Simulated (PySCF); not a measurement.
Species: C5H14Si2.
Numbering: `[SiH3:1][SiH2:2][CH:3]1[CH2:4][CH2:5][CH2:6][CH2:7]1`

Lines to be assigned: C 1s: 289.91 (area 1), 290.33 (area 2), 290.34 (area 2) eV; Si 1s: 1845.76 (area 1), 1845.99 (area 1) eV; Si 2p3/2: 106.06 (area 1), 106.28 (area 1) eV.

Level of theory: delta-SCF UKS SCAN, pcX-2 on the ionised atom, pcseg-1 elsewhere, spin-free X2C in PySCF. Geometry: PBE0-D3(BJ)/def2-SVP, one conformer, isolated molecule.

Which silicon gives which Si 1s line?

1845.76 eV: Si2 (SiH2 silicon); 1845.99 eV: Si1 (SiH3 silicon). The 2 Si 1s values lie within 0.23 eV of each other; Gaussian lines of 0.5 eV full width would blend them into one maximum.

Which silicon gives which Si 2p3/2 line?

106.06 eV: Si2 (SiH2 silicon); 106.28 eV: Si1 (SiH3 silicon). The 2 Si 2p3/2 values lie within 0.22 eV of each other.

Bonded neighbours of each site: Si1: 3 H and Si; Si2: C, 2 H and Si; C3: 2 C, H and Si; C4/C7: 2 C and 2 H; C5/C6: 2 C and 2 H.

What is the C 1s shift of C5/C6 against C3?

290.33 − 289.91 = +0.42 eV, or +41 kJ/mol.

One atom of each set of topologically equivalent atoms was ionised and stands for the set; in this conformer not all members are related by symmetry, and their own values weren't computed. For 2p shells one spin-free hole was relaxed; a mean-field spin–orbit operator and the ground-state splitting of the three 2p orbitals were then diagonalised within the shell. The shell's mean is (2 × 2p3/2 + 2p1/2)/3, and the degeneracies 2j + 1 give areas of 2:1. 2p1/2 minus 2p3/2 (ligand field included): Si 0.62 eV.
